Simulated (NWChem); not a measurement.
System: C₅H₆; SMILES C=CC#CC

Program: NWChem. Structure relaxed at the PBE0/def2-SVP level.

For level BHandHLYP/def2-SVP:

highest occupied level (eV): -7.54
orbital gap (eV): 8.09
dipole (D): 0.57

**Question.** What are these values for level KT2/def2-SVP?

**Answer.** The highest occupied level (eV) is -5.55 and the orbital gap (eV) is 4.11. The dipole (D) is 0.76.
